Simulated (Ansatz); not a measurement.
Molecule: IrO3 (charge 0, doublet). The spin state was set by rule; other spins were not relaxed. 
Coordinates optimised at B3LYP-D3(BJ)/def2-TZVP (Ansatz, a first-principles code):
SMILES: [O]=[Ir](=[O])=[O]
```xyz
4

Ir    -0.0113    -0.0191     0.0004
O      1.7111     0.1073    -0.0034
O     -0.7262     1.5526    -0.0353
O     -0.8756    -1.4759     0.0344
```
Charge 0, spin multiplicity 2.

Total electronic energies in hartree. Cores are frozen in the correlated levels unless marked. Open shells are spin-unrestricted. No spin-orbit coupling. Frozen are the shells of the preceding noble gas and the d and f shells that filled before the atom's block. In def2 rows, elements after Kr have scalar-relativistic effective core potentials. Basis-set limits of correlation are two-point, X^-3; Hartree-Fock from the larger set. [CCSD(T)-MP2]/basis is that difference in the basis named.

The UHF reference is spin-contaminated (<S^2> 0.94 over the pure value in the largest basis). The T1 diagnostic of CCSD in the largest basis is 0.084, which is high, so the coupled-cluster rows are less sure than usual.

```csv
level,program,energy (Eh)
B97M-V/def2-TZVPD,Ansatz,-329.99134
PBE0/def2-SVP,Ansatz,-329.50212
PBE0-D4/def2-TZVP,Ansatz + dftd4,-329.80805
PBE0/def2-TZVP,Ansatz,-329.80549
PBE0/def2-QZVPP,Ansatz,-329.82818
r2SCANh/def2-TZVPD,Ansatz,-329.97293
LC-wPBE/def2-TZVPD,Ansatz,-329.91477
RI-MP2/def2-TZVPP,Ansatz,-329.03980
"RI-MP2/CBS(def2-TZVPP,def2-QZVPP)+[CCSD(T)-MP2]/def2-TZVPP",Ansatz,-329.2636
```

Totals of different functionals don't rank their quality; only differences between species are comparable.
